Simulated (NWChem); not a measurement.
Molecule: C$_{5}$H$_{5}$F; SMILES C=C(F)C#CC

All runs: NWChem. Pople sets run with spherical d functions. Geometry: optimised at B3LYP/6-31G* (spherical d). Level PBE/6-31G*: energy and gradient on several grids; changes count from the extra-fine grid, which is no exact limit either.

Which is the coarsest grid (coarse; medium; fine; xcoarse; xfine) from which on the energy stays within 50 μHa and each gradient component within 100 μHa/bohr of xfine?

medium.
```tsv
grid	size of the energy change (μHa)	largest change of a gradient component (μHa/bohr)	time, medium = 1 (rough)
xcoarse	4000	10000	about 1
coarse	< 10	200	about 1
medium	< 10	< 30	about 1
fine	< 10	< 30	about 1
xfine	< 10	< 30	3
```
